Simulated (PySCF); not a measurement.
**Exercise with solution: entropy of an ideal gas**

CdClH2N, SMILES [NH2][Cd][Cl].

Geometry: B3LYP-D3(BJ)/def2-TZVP. The def2 effective core potentials stand for the cores of Cd; spin–orbit coupling is left out. Other conformers were not sampled.

B3LYP-D3(BJ)/def2-TZVP in PySCF gives the harmonic wavenumbers 113, 114, 346, 546, 653, 829, 1560, 3471, 3560 cm⁻¹ and the rotational temperatures 13.0834, 0.1001, 0.0998 K. The molar mass is 163.89 g/mol, the symmetry number 1, the spin multiplicity 1.

Question: Work out the entropy at 298.15 K and 1 atm in the rigid-rotor, harmonic-oscillator model.

Answer: 
Translation (Sackur–Tetrode at 1 atm): S = R[1.5 ln M + 2.5 ln T − 1.16487] = 172.3 J/(mol K).
Rotation: q = (√π/σ) T^1.5/√(θA θB θC) = 25200, S = R[ln q + 3/2] = 96.7 J/(mol K).
Vibration: with u = 1.4388 ν/T, each mode gives R[u/(e^u − 1) − ln(1 − e^−u)]:
```
ν (cm⁻¹)  modes     u  S (J/(mol K))
--------  -----  ----  -------------
113           1  0.55          13.46
114           1  0.55          13.39
346           1  1.67           4.96
546           1  2.63           2.31
653           1  3.15           1.54
829           1  4.00           0.77
1560          1  7.53           0.04
```
The stiffer modes add less than 0.005 each. Sum 36.5 J/(mol K).
Spin: R ln 1 = 0.0 J/(mol K).
Total 305.6 J/(mol K); the program's own thermochemistry gives 305.5. Translation makes up 56 % and vibration 12 %. Anharmonicity, hindered rotation and orbital degeneracy are left out.
